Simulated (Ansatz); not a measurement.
Species: C4H8N, charge 0, multiplicity 2. It need not be the lowest isomer of its formula. SMILES: NC1[CH]CC1
Structure (B3LYP-D3(BJ)/def2-TZVP (Ansatz, a quantum-chemistry and plane-wave program) minimum search):
```
C
H 1 1.1038
N 1 1.4649 2 112.21
H 3 1.0144 1 110.03 2 72.67
H 3 1.0152 4 106.80 1 119.73
C 1 1.4978 2 112.14 3 132.61
H 6 1.0822 1 132.28 2 -73.79
C 6 1.4961 7 133.24 1 179.75
H 8 1.0951 6 116.22 7 -56.43
H 8 1.0965 9 106.99 6 -130.26
C 8 1.5590 9 115.70 10 -128.87
H 11 1.0882 8 113.26 9 -10.59
H 11 1.0893 12 109.76 1 129.51
```
Charge 0, spin multiplicity 2.

Computed values are from Ansatz. Valence correlation only, unless marked. Open shells are spin-unrestricted. No spin-orbit coupling. No relativistic terms. CBS(X,Y): correlation extrapolated as X^-3; Hartree-Fock from the larger set. The bracket is a focal-point correction in the basis named.

Task: What is the dipole moment at CCSD(T)/aug-cc-pVDZ?

Result: 1.19 D.

Task: What is the atomisation energy De at RI-MP2/CBS(cc-pVTZ,cc-pVQZ)+[CCSD(T)-MP2]/cc-pVTZ?

Result: 5053.6 kJ/mol.

Task: What is the T1 diagnostic at CCSD/cc-pVTZ?

Result: 0.011.

Task: What is the total energy at RI-MP2/CBS(cc-pVTZ,cc-pVQZ)+[CCSD(T)-MP2]/cc-pVTZ?

Result: -211.6213 Eh.
